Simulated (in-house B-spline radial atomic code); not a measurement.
OEP/ALDAx excitations of the copper ion Cu¹⁹⁺

Method: OEP/ALDAx. Computed with an all-electron radial atomic-structure program (B-spline basis): linear response of the closed shell [He] 2s2 2p6 with the adiabatic LDA exchange kernel on the exchange-only optimised effective potential; non-relativistic, point nucleus, no spin-orbit coupling, no double excitations, S, P, D and F terms only. Only terms of natural parity with L up to 3 were computed.

Without relativity these are model numbers for so heavy an element.

Command:
```bash
python run_td.py task.json out
```
Settings (radii: box in bohr, nucleus in fm):
```
Z                        29
electrons                10
configuration            [He] 2s2 2p6
hamiltonian              nr
method                   oep
box_radius               5.88
intervals                67
```

Time taken, with all properties: 0.1 s on 1 thread of Intel(R) Xeon(R) Platinum 8488C (Sapphire Rapids), with other jobs on the host.

The lowest states, in the order of their Tamm-Dancoff energies; the method's threshold (minus the highest occupied level) is 1691.84 eV. Labels give the largest channel, * marks a mixed state, and oscillator strengths are full-response dipole values. Semilocal kernels can invert the small singlet-triplet splittings of Rydberg terms. Energies in eV:

```
     state  full response  Tamm-Dancoff  oscillator strength
2p → 3s 3P         969.13        969.14                    -
2p → 3s 1P         972.77        972.81                0.187
2p → 3p 3S              ?             ?                    -
2p → 3p 3D        1005.97       1005.99                    -
2p → 3p 1D              ?             ?                    -
2p → 3p 1S        1031.98       1032.83                    -
2p → 3d 3P        1051.65       1051.68                    -
2p → 3d 3F        1053.49       1053.51                    -
2p → 3d 1F        1057.28       1057.29                    -
2p → 3d 1P        1073.60       1074.06                 2.98
```

Where does 2p → 3p 1D lie?

At 1009.15 eV in full response, 1009.15 eV in Tamm-Dancoff.

Where does 2p → 3p 3S lie?

At 1001.92 eV in full response, 1001.98 eV in Tamm-Dancoff.

How large is the singlet-triplet splitting of 2p → 3s (P terms) in Tamm-Dancoff?

3.67 eV, from the unrounded values.

What polarisabilities and dispersion coefficient does the method give?

Dipole 0.00341 bohr³, quadrupole 0.0002891 bohr⁵, C6 0.0003945 hartree·bohr⁶ for two such species.
